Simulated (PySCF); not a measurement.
SMILES OB(O)[SiH2][SiH2]B(O)O (GFN2-xTB optimised geometry):

```
16

O      2.553     0.425     0.000
B      1.190     0.425     0.000
O      0.593     1.641     0.000
Si    -0.039    -1.116     0.085
Si    -1.635    -0.741     1.734
B     -1.229     0.938     2.683
O     -0.020     1.000     3.290
O     -1.992     2.067     2.748
H      2.995    -0.422     0.004
H      1.197     2.387    -0.006
H     -0.695    -1.390    -1.208
H      0.689    -2.387     0.312
H     -1.716    -1.910     2.630
H     -2.995    -0.726     1.143
H      0.174     1.841     3.710
H     -2.843     2.050     2.316
```

Method: B3LYP/def2-TZVP (PySCF).

### Question
What are the frontier orbital energies and the dipole moment?

### Answer
HOMO-2 -8.76 eV, HOMO-1 -7.96 eV, HOMO -7.49 eV, LUMO -0.71 eV, LUMO+1 -0.19 eV; dipole moment 1.50 D.

Meta-Löwdin charges at B3LYP/def2-TZVP: O1 -0.52, B2 0.28, O3 -0.52, Si4 0.22, Si5 0.22, B6 0.28, O7 -0.52, O8 -0.52, H9 0.36, H10 0.35, H11 -0.08, H12 -0.10, H13 -0.08, H14 -0.10, H15 0.35, H16 0.36.
